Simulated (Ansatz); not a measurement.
`C[SiH2][SiH2]Cl` + H–F → `C[SiH2][SiH2]F` + HCl at 400 K and 1 bar (ligand exchange at the Si–Cl bond).

Calculated with Ansatz (gas phase, PBE0-D4/def2-TZVP geometries, no zero-point term in ΔE). CBS: MP2 limit from def2 TZ/QZ plus the TZ coupled-cluster correction, frozen cores. This one scheme is used for every species. One conformer a species, not always the lowest.

```csv
species,CCSD(T)/CBS energy (Eh),H − E (kJ/mol),S (J/(mol·K))
`C[SiH2][SiH2]Cl`,-1080.25285,225.5,398.7
H–F,-100.39570,36.5,182.2
`C[SiH2][SiH2]F`,-720.27653,227.3,386.6
HCl,-460.38127,29.6,195.4
```

H − E and S are ideal-gas, rigid-rotor, harmonic terms from PBE0-D4/def2-TZVP, for one conformer and one mirror image of each species. 1 Eh = 2625.50 kJ/mol, R = 8.31446 J/(mol·K).

Task: By hand: ΔE, ΔH, ΔS and ΔG.

Result: ΔE = (-720.27653) + (-460.38127) − (-1080.25285) − (-100.39570) = -0.00925 Eh = -24.3 kJ/mol. Δ(H − E) = 227.3 + 29.6 − 225.5 − 36.5 = -5.1, so ΔH = -29.4 kJ/mol. ΔS = 386.6 + 195.4 − 398.7 − 182.2 = 1.1 J/(mol·K). ΔG = -29.4 − 400 × (1.1)/1000 = -29.8 kJ/mol.

Task: By hand: the equilibrium constant, and the temperature at which ΔG would vanish if ΔH and ΔS stayed fixed.

Result: log₁₀ K = −ΔG/(RT ln 10) = 3.9. ΔH and −TΔS have one sign here, so there is no such temperature.

The number of gas molecules stays the same, so ΔS is small and ΔH decides. A doubt of 5 kJ/mol in ΔE shifts log₁₀ K by 0.7 here. Other conformers and mirror images would add mixing entropy, several J/(mol·K) or more a flexible species. Modes under 60 cm⁻¹, often nearly free rotors, make the harmonic entropy too high. These are equilibria of isolated gas molecules and say nothing of rates. Largest T1 diagnostic: 0.012 (customary marks: 0.02 for closed shells, 0.045 for open ones).

ΔS is within the doubt of such terms, so its sign, and with it that verdict, could turn.
